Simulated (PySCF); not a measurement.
# Br: ionisation energy

Br [Ar] 3d10 4s2 4p5 (2P) → Br+ [Ar] 3d10 4s2 4p4 (3P), as a difference of total energies. Calculation: PySCF 2.14, in aug-cc-pVDZ-DK; the spin-free X2C one-electron Hamiltonian (Gaussian nucleus). Correlated levels: valence: [Ar] 3d10 frozen. The calculations carry no spin-orbit coupling.

| method | ionisation energy (eV) |
| --- | --- |
| UHF | 10.783 |
| TPSS | 11.843 |
| M06-2X | 11.757 |
| MP2 (valence) | 11.437 |
| SCS-MP2 (valence) | 11.414 |
| CCSD (valence) | 11.415 |
| CCSD(T) (valence) | 11.432 |

Task: How much does correlation contribute at CCSD(T) (valence)?

Result: 11.432 − (10.783) = 0.649 eV, measured against UHF.

Errors of the correlated levels include the incompleteness of this basis and the frozen core.

For comparison: 11.844 eV (measured; NIST levels, between the centres of gravity of the two terms).
